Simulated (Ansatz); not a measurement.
Two members of one family (Same ligands, another metal), computed with Ansatz in the gas phase; def2 core potentials for Zr, no spin–orbit coupling. The two geometries come from different levels. HOMO and LUMO are taken over both spins. The structures are stationary points that may keep the symmetry of their start.

First: ZrH4 (singlet, charge 0, PBE-D4/def2-TZVP geometry).

Cartesian coordinates in Å:
```
Zr 0.0000 0.0000 0.0000
H 1.3074 -1.3032 -0.1382
H -1.3238 -0.3192 -1.2530
H 0.7516 1.6634 -0.3066
H -0.7352 -0.0411 1.6978
```

```json
{"level": "PBE-D4/def2-SVP", "HOMO (eV)": "-7.16", "LUMO (eV)": "-3.47", "gap (eV)": "3.69"}
{"level": "PBE-D4/def2-TZVP", "HOMO (eV)": "-7.21", "LUMO (eV)": "-3.51", "gap (eV)": "3.70"}
{"level": "PBE0-D4/def2-TZVP", "HOMO (eV)": "-8.52", "LUMO (eV)": "-2.45", "gap (eV)": "6.07"}
{"level": "CAM-B3LYP-D4/def2-TZVP", "HOMO (eV)": "-9.99", "LUMO (eV)": "-1.34", "gap (eV)": "8.65"}
{"level": "LC-ωPBE/def2-TZVP", "HOMO (eV)": "-11.42", "LUMO (eV)": "-0.03", "gap (eV)": "11.40"}
```

Metal–donor distances: 4 × H 1.85 Å.

Second: VH4 (doublet, charge 0, PBE0-D4/def2-TZVP geometry).

Cartesian coordinates in Å:
```
V 0.0000 0.0001 -0.0003
H 0.3643 1.4684 0.6169
H 0.9554 -0.0729 -1.3236
H -1.5873 -0.1742 -0.3448
H 0.2676 -1.2214 1.0518
```

Question: What does the change do? Estimate second minus first.

Answer: 
```csv
level,Δ HOMO (eV),Δ LUMO (eV),Δ gap (eV)
PBE-D4/def2-SVP,1.72,-1.71,-3.43
PBE-D4/def2-TZVP,1.70,-1.74,-3.45
PBE0-D4/def2-TZVP,0.50,-1.19,-1.69
CAM-B3LYP-D4/def2-TZVP,0.33,-1.00,-1.33
LC-ωPBE/def2-TZVP,0.33,-1.07,-1.41
```

Metal–donor distances: 4 × H 1.63 Å.
